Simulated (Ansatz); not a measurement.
Input for Ansatz (a first-principles code): R-B3LYP/def2-TZVPPD on H4 (a complex), monomers drawn apart or pushed together. Files ending in .json are basis or fitting sets from the Basis Set Exchange.

Ansatz 0.2 input:
```yaml
crystal:
  periodic: [false, false, false]
  atoms:
    - {symbol: H, position_ang: [0.01918998, 0.21921854, -0.28211616]}
    - {symbol: H, position_ang: [0.18702023, -0.10958982, -0.92801742]}
    - {symbol: H, position_ang: [-0.29727927, 0.19625944, 4.17860857]}
    - {symbol: H, position_ang: [-0.05092284, -0.38137613, 3.77966924]}
basis:
  gaussian:
    orbitals: def2-TZVPPD.json
hamiltonian:
  xc: {name: B3LYP}
scf: {lower_state_search: off}
```

The log:

```
WARN ansatz: RAYON_NUM_THREADS=1 ignored (pool sized by the plan → 1); use --threads N
Functional definition: B3LYP
these checks for a lower state are left out or cut short: stability, starts, cluster_reference, orbital_swaps, neighbouring_geometries, increment
integrals: 0.00 GiB planned
236 factors; their error is unknown
mean field: 0.08 GiB planned
mean field evaluation 1: about -63.8989 eV, gradient 9.9e0 eV
mean field evaluation 2: about -64.2097 eV, gradient 2.1e0 eV
mean field evaluation 4: about -64.2257 eV, gradient 1.9e-2 eV
mean field evaluation 8: about -64.2191 eV, gradient 1.4e-4 eV
mean field -64.21913410 eV, -2.3600096489 hartree, gradient 1.5e-6 eV, S^2 0.000000; 0 other end points of the search recorded, 0 dependent functions left out
reference -64.21935039 eV, -2.3600175975 hartree; 2, 2 occupied and 66, 66 virtual orbitals, 236 factors
Total energy: -64.21935039 eV, -2.3600175975 hartree
Checks for a lower state left out: stability, starts, cluster_reference, orbital_swaps, neighbouring_geometries, increment
```

The calculation finished and met its thresholds.

Cost: very roughly 0.10 core-seconds.
